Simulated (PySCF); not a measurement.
Finite-field polarisability of Be (beryllium, neutral)

[He] 2s2, closed-shell 1S. All numbers are calculated (PySCF 2.14, no relativity, point nucleus, in aug-cc-pCVTZ). Frozen: 1s2. Energy changes in a uniform field (μhartree):

```tsv
axis	F (au)	HF	MP2	CCSD	CCSD(T)
x	0.0021	-100.299	-93.588	-83.542	-83.542
x	0.0042	-401.469	-374.626	-334.432	-334.432
```

(1) Derive α along x at CCSD(T) from the two fields.

(2) And the mean polarisability at each level?

Answers

(1) With ΔE = −αF²/2 − γF⁴/24, α = −(16 ΔE(F) − ΔE(2F))/(6F²) = 37.88 bohr³.

(2) HF 45.48, MP2 42.43, CCSD 37.88, CCSD(T) 37.88 bohr³. Reference: 37.74 ± 0.03 bohr³ (recommended; Schwerdtfeger and Nagle, table of static dipole polarizabilities (2023 update)).
